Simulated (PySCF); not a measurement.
C4H5BFN, SMILES C(#N)[C@@H]1B(F)CC1.

The structure is a stationary point at B3LYP-D3(BJ)/def2-SVP. The structure was generated by enumeration; whether it is a known compound was not checked.

Calculation: PBE/def2-TZVP (PySCF).

Isolated molecule, no solvent.

```json
{
  "total_energy": "-334.62622 hartree",
  "highest_occupied_level": "-7.21 eV",
  "lowest_empty_level": "-2.17 eV",
  "orbital_gap": "5.04 eV",
  "dipole_moment": "4.81 D",
  "quadrupole, principal values (traceless, Buckingham form, about the centre of nuclear charge)": "-12.87, 3.16, 9.71 D·Å",
  "mean_static_polarisability": "62.7 bohr³ (9.29 Å³)",
  "polarisability_principal_values": "49.4, 57.3, 81.3 bohr³"
}
```
